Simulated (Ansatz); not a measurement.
`FC(F)(F)c1cc2sc(-c3cc4sc(-c5cc6sc(-c7cc8sc(C(F)(F)F)cc8s7)cc6s5)cc4s3)cc2s1` with charge -1. Charge -1, multiplicity 2. Geometry PBE-D4/def2-SVP, that of the neutral singlet; atoms count from 1.

Cartesian coordinates in Å:
```
F -10.867 7.942 0.031
C -10.035 8.030 1.098
F -10.752 7.727 2.204
F -9.659 9.329 1.189
C -8.857 7.114 0.968
C -8.552 6.045 1.792
C -7.368 5.393 1.357
S -6.434 4.032 1.906
C -5.286 4.230 0.577
C -4.163 3.332 0.450
C -2.977 3.540 -0.256
C -2.111 2.426 -0.159
S -0.525 2.045 -0.764
C -0.554 0.462 0.026
C 0.568 -0.435 -0.096
C 0.764 -1.654 0.560
C 1.986 -2.258 0.185
S 2.814 -3.728 0.613
C 4.163 -3.332 -0.461
C 5.282 -4.236 -0.568
C 5.511 -5.417 0.139
C 6.728 -6.031 -0.251
S 7.582 -7.470 0.224
C 8.866 -7.110 -0.915
C 10.025 -8.047 -1.059
F 10.617 -8.304 0.133
F 9.651 -9.246 -1.572
F 10.960 -7.523 -1.884
C 8.657 -5.943 -1.631
C 7.436 -5.329 -1.249
S 6.578 -3.890 -1.720
C 3.965 -2.117 -1.120
C 2.739 -1.516 -0.753
S 1.908 -0.050 -1.184
C -1.745 0.252 0.727
C -2.614 1.362 0.623
S -4.202 1.742 1.226
C -5.611 5.313 -0.241
C -6.785 5.969 0.209
S -7.711 7.336 -0.341
H -9.163 5.764 2.659
H -2.752 4.473 -0.789
H 0.052 -2.069 1.285
H 4.822 -5.803 0.902
H 9.361 -5.570 -2.385
H 4.690 -1.694 -1.828
H -1.966 -0.672 1.277
H -5.035 5.585 -1.134
```

Single mean-field runs in def2-SVP are fitted with def2-universal-jkfit.

Problem. Estimate the Mulliken populations of the heavy atoms from the PBE0/def2-SVP orbitals of Ansatz.

Solution. 
| atom | charge (e) | spin (α − β) |
| --- | --- | --- |
| F1 | -0.20 | 0.00 |
| C2 | 0.64 | 0.00 |
| F3 | -0.20 | 0.00 |
| F4 | -0.20 | 0.00 |
| C5 | -0.34 | 0.08 |
| C6 | 0.02 | -0.03 |
| C7 | -0.08 | 0.05 |
| S8 | 0.11 | 0.03 |
| C9 | -0.10 | 0.00 |
| C10 | -0.13 | 0.10 |
| C11 | -0.03 | 0.00 |
| C12 | -0.07 | 0.03 |
| S13 | 0.09 | 0.04 |
| C14 | -0.11 | 0.05 |
| C15 | -0.11 | 0.05 |
| C16 | -0.05 | 0.05 |
| C17 | -0.06 | -0.01 |
| S18 | 0.09 | 0.03 |
| C19 | -0.11 | 0.10 |
| C20 | -0.09 | -0.01 |
| C21 | -0.06 | 0.10 |
| C22 | -0.06 | -0.04 |
| S23 | 0.14 | 0.02 |
| C24 | -0.34 | 0.09 |
| C25 | 0.64 | 0.00 |
| F26 | -0.20 | 0.00 |
| F27 | -0.20 | 0.00 |
| F28 | -0.20 | 0.00 |
| C29 | 0.02 | -0.03 |
| C30 | -0.08 | 0.06 |
| S31 | 0.10 | 0.03 |
| C32 | -0.05 | 0.01 |
| C33 | -0.06 | 0.02 |
| S34 | 0.10 | 0.04 |
| C35 | -0.05 | 0.06 |
| C36 | -0.06 | -0.02 |
| S37 | 0.10 | 0.03 |
| C38 | -0.03 | 0.09 |
| C39 | -0.07 | -0.03 |
| S40 | 0.14 | 0.01 |
Mulliken values depend strongly on the basis.

Problem. Where does the spin sit?

Solution. Summed by element: F 0.01, C 0.78, S 0.23, H -0.01, of 1 unpaired in all. Largest on single atoms: C21 0.10, C10 0.10, C19 0.10.

Problem. And the Mayer bond orders between heavy atoms (over 0.3, the first 40 of 47)?

Solution. F1–C2 1.12 (1.36 Å); C2–F3 1.11 (1.35 Å); C2–F4 1.11 (1.36 Å); C2–C5 1.01 (1.50 Å); C5–C6 1.53 (1.38 Å); C5–S40 1.08 (1.75 Å); C6–C7 1.30 (1.42 Å); C7–S8 1.05 (1.74 Å); C7–C39 1.39 (1.41 Å); S8–C9 1.08 (1.77 Å); C9–C10 1.21 (1.44 Å); C9–C38 1.46 (1.40 Å); C10–C11 1.44 (1.40 Å); C10–S37 1.06 (1.77 Å); C11–C12 1.35 (1.41 Å); C12–S13 1.05 (1.74 Å); C12–C36 1.35 (1.41 Å); S13–C14 1.06 (1.77 Å); C14–C15 1.26 (1.44 Å); C14–C35 1.42 (1.40 Å); C15–C16 1.42 (1.40 Å); C15–S34 1.06 (1.77 Å); C16–C17 1.35 (1.41 Å); C17–S18 1.05 (1.74 Å); C17–C33 1.35 (1.41 Å); S18–C19 1.06 (1.77 Å); C19–C20 1.27 (1.44 Å); C19–C32 1.41 (1.40 Å); C20–C21 1.43 (1.40 Å); C20–S31 1.08 (1.77 Å); C21–C22 1.31 (1.42 Å); C22–S23 1.08 (1.74 Å); C22–C30 1.39 (1.41 Å); S23–C24 1.08 (1.75 Å); C24–C25 1.01 (1.50 Å); C24–C29 1.52 (1.38 Å); C25–F26 1.11 (1.36 Å); C25–F27 1.12 (1.36 Å); C25–F28 1.11 (1.35 Å); C29–C30 1.30 (1.42 Å).
